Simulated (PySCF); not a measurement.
Cl3Ga, triplet, at a GFN2-xTB geometry (such geometries of metal compounds can be far from the true shape) (a higher spin typed on purpose: for a closed-shell molecule this is an excited state). Base run: HF/6-31G** (PySCF).

PySCF was given this input:
```python
from pyscf import gto, scf

mol = gto.Mole()
mol.atom = '''
    Ga   -0.45767992    0.06399269    0.53548351
    Cl   -1.71403785   -1.30659704   -0.58862602
    Cl    0.69151346    1.64016877   -0.81695315
    Cl    1.85711718   -0.45026428    0.42910924
'''
mol.basis = '6-31g**'
mol.spin = 2
mol.verbose = 3
mol.build()

mf = scf.UHF(mol)
mf.kernel()
```

The base run was repeated with changes; each row names its change, and settings that it needs were set with it.

```json
[
 {"change": "base", "basis functions": "86", "E (Eh)": "-3301.45672", "HOMO (eV)": "-9.80", "dipole (D)": "2.07"},
 {"change": "basis = x2c-TZVPall; relativity = none", "basis functions": "159", "E (Eh)": "-3293.08401", "HOMO (eV)": "-9.59", "dipole (D)": "1.82"},
 {"change": "basis = cc-pVDZ-DK; relativity = none", "basis functions": "81", "E (Eh)": "-3290.72970", "HOMO (eV)": "-9.70", "dipole (D)": "2.03"},
 {"change": "basis = jorge-DZP-DKH; relativity = spin-free X2C; nucleus = Gaussian (with mol.nucmod = 'G')", "basis functions": "115", "E (Eh)": "-3324.87302", "HOMO (eV)": "-9.95", "dipole (D)": "2.46"},
 {"change": "basis = jorge-DZP-DKH; relativity = none", "basis functions": "115", "E (Eh)": "-3296.71653", "HOMO (eV)": "-9.84", "dipole (D)": "2.40"},
 {"change": "basis = cc-pVDZ-DK; relativity = spin-free X2C; nucleus = Gaussian (with mol.nucmod = 'G')", "basis functions": "81", "E (Eh)": "-3324.88691", "HOMO (eV)": "-9.82", "dipole (D)": "2.05"},
 {"change": "basis = cc-pVDZ-DK; relativity = spin-free X2C", "basis functions": "81", "E (Eh)": "-3324.89799", "HOMO (eV)": "-9.82", "dipole (D)": "2.05"},
 {"change": "basis = x2c-TZVPall; relativity = spin-free X2C", "basis functions": "159", "E (Eh)": "-3325.02121", "HOMO (eV)": "-9.74", "dipole (D)": "1.88"},
 {"change": "basis = x2c-TZVPall; relativity = spin-free X2C; nucleus = Gaussian (with mol.nucmod = 'G')", "basis functions": "159", "E (Eh)": "-3325.01049", "HOMO (eV)": "-9.74", "dipole (D)": "1.88"},
 {"change": "basis = jorge-DZP-DKH; relativity = spin-free X2C", "basis functions": "115", "E (Eh)": "-3324.88430", "HOMO (eV)": "-9.95", "dipole (D)": "2.46"}
]
```

Total energies compare only within one method and basis.

Open shells are given as the SCF converged; they aren't shown to be the lowest states, and a large step between rows can be another state.

Basis sets contracted for a relativistic Hamiltonian are a mismatch without it, so the rows without relativity aren't non-relativistic limits. No row has spin-orbit coupling; sets with core potentials leave out the core electrons.
